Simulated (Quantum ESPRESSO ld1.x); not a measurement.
Species: Se14+. Configuration: [Ar] 3d2. Calculated with ld1.x of Quantum ESPRESSO 7.5: scalar-relativistic Kohn-Sham, LDA (Slater exchange, Perdew-Zunger correlation), spin-polarised, spherical densities, point nucleus; open shells are filled with parallel spins first.

Normalised radial functions P(r) = r R(r), r in bohr:

```
   r/bohr * 2p down (the largest magnitude, 2.36, reaches the edge; | marks zero)
 0.004524 |*
  0.00506 |*
  0.00566 |*
 0.006331 |*
 0.007081 |*
  0.00792 | *
 0.008859 | *
 0.009909 | *
  0.01108 |  *
   0.0124 |  *
  0.01387 |   *
  0.01551 |    *
  0.01735 |     *
   0.0194 |      *
   0.0217 |        *
  0.02427 |          *
  0.02715 |            *
  0.03037 |              *
  0.03397 |                *
  0.03799 |                   *
   0.0425 |                       *
  0.04753 |                          *
  0.05316 |                              *
  0.05947 |                                  *
  0.06651 |                                      *
   0.0744 |                                          *
  0.08321 |                                              *
  0.09307 |                                                 *
   0.1041 |                                                    *
   0.1164 |                                                     *
   0.1302 |                                                      *
   0.1457 |                                                     *
   0.1629 |                                                    *
   0.1823 |                                                *
   0.2039 |                                            *
    0.228 |                                       *
    0.255 |                                 *
   0.2853 |                           *
   0.3191 |                     *
   0.3569 |               *
   0.3992 |          *
   0.4465 |      *
   0.4994 |    *
   0.5586 |  *
   0.6248 |*
   0.6988 |*
   0.7816 *
   0.8743 *
   0.9779 *
    1.094 *
    1.223 *
    1.368 *
    1.531 *
    1.712 *
```

2p down: eigenvalue -1869.1 eV, 0 radial nodes, <r> = 0.171 bohr, 90 % of the charge inside 0.278 bohr.
